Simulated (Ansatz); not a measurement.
System: SiH$_{2}$SCl, charge 0, doublet. SiH2SCl (SMILES [S][SiH2]Cl, doublet).
B3LYP-D3(BJ)/def2-TZVP minimum from Ansatz (a first-principles code):
```
Si
H 1 1.4767
H 1 1.4767 2 112.32
Cl 1 2.0637 2 107.56 3 118.17
S 1 2.1145 2 107.37 3 -117.81
```
Charge 0, spin multiplicity 2.

Atomisation energy term by term, kcal/mol (programs: Ansatz). Radicals and triplets start from unrestricted determinants; spin-orbit coupling is neglected. Cores are frozen in correlated methods. Rows without X2C or -DK are non-relativistic. CBS(X,Y): correlation extrapolated as X^-3, Hartree-Fock from the larger set. A bracket is a step between two methods taken in the basis named. '+ core + X2C': CCSD(T) terms for core correlation (cc-pwCVTZ, 1s frozen past Ne) and scalar relativity (cc-pVTZ-DK). Where a partner has so few electrons that a lower coupled-cluster level is exact, that level stands in.

| term | basis | kcal/mol |
|---|---|---|
| Hartree-Fock | cc-pV(Q+d)Z | 247.10 |
| CCSD correlation | CBS(cc-pV(T+d)Z,cc-pV(Q+d)Z) | 78.03 |
| (T) | CBS(cc-pV(T+d)Z,cc-pV(Q+d)Z) | 5.89 |
| CCSDT(Q) - CCSD(T) | cc-pV(D+d)Z | 0.40 |
| core correlation | cc-pwCVTZ | 0.13 |
| scalar relativity | X2C, cc-pVTZ-DK | -1.08 |
| sum: De |  | 330.5 |
